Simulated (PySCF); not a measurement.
**Polarisability and C₆ of Ti³⁺ (titanium, charge +3)**

[Ar] 3d1, 2D determinant. Calculation: PySCF 2.14, in aug-cc-pVTZ; no relativity, point nucleus. Coupled (time-dependent) response in atomic units; α is the mean over directions.

| method | mean α (bohr³) | α xx, yy, zz | C₆ (like pair) | S(−4) |
| --- | --- | --- | --- | --- |
| UHF | 2.180 | 2.321, 2.321, 1.897 | 5.566 | 1.417 |
| PBE | 2.308 | 2.487, 2.487, 1.950 | 5.875 | 1.962 |
| PBE0 | 2.256 | 2.420, 2.420, 1.928 | 5.748 | 1.731 |

S(−4) is the Cauchy moment in α(ω) = α(0) + S(−4) ω² + …

α(iu) at PBE0:

```csv
u (hartree),α(iu) (bohr³)
0,2.256
0.0500,2.252
0.100,2.239
0.200,2.192
0.300,2.123
0.500,1.954
0.750,1.728
1.00,1.511
1.50,1.139
2.00,0.8619
3.00,0.5218
5.00,0.2407
```

A single London oscillator, α(iu) = α/(1 + u²/ω²), gives C₆ = (3/4) ω α². Matching the computed C₆ needs ω = 4 × 5.748 / (3 × 2.256²) = 1.51 hartree.

For an ion, C₆ is the dispersion term alone; charge-induced terms of lower order in 1/R come first.

The components differ because the open shell of this determinant is not spherical; for a pure term their mean is the scalar polarisability.
